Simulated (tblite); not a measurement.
Isomers of C5H13FSSi2. All values are computed: GFN2-xTB (tblite) harmonic vibrations without scaling, gas phase. Errors from tens to a few hundred cm⁻¹ against measured bands are possible. Modes of hydrogen on silicon can be 10 to 20 % off. One conformer each.

Electronic energies: GFN2-xTB at the same geometries; isomer energies are rough at this level and their order can be wrong.

```csv
SMILES,"electronic energy, lowest = 0 (kJ/mol)"
C/C=C\[C@H](F)[SiH2]SC[SiH3],139.2
C[C@@H]1[SiH2]SC[C@]1(F)C[SiH3],0.0
CSC[Si@H]([SiH2]F)C1CC1,67.0
CC/C(=C/[SiH2]CF)S[SiH3],114.7
```

How do GFN2-xTB zero-point energies change the relative energies?

| SMILES | ZPE (kJ/mol) | of it from modes above 1550 cm⁻¹ | electronic (kJ/mol) | with ZPE, lowest = 0 (kJ/mol) | lowest mode (cm⁻¹) | rings |
| --- | --- | --- | --- | --- | --- | --- |
| C[C@@H]1[SiH2]SC[C@]1(F)C[SiH3] | 425.8 | 211.8 | 0.0 | 0.0 | 44 | 1 |
| CSC[Si@H]([SiH2]F)C1CC1 | 428.9 | 221.8 | 67.0 | 70.1 | 11 | 1 |
| CC/C(=C/[SiH2]CF)S[SiH3] | 416.6 | 221.8 | 114.7 | 105.5 | 10 | 0 |
| C/C=C\[C@H](F)[SiH2]SC[SiH3] | 414.3 | 223.2 | 139.2 | 127.7 | 15 | 0 |

The zero-point energies span 14.6 kJ/mol, from `C/C=C\[C@H](F)[SiH2]SC[SiH3]` to `CSC[Si@H]([SiH2]F)C1CC1`. The order is unchanged.
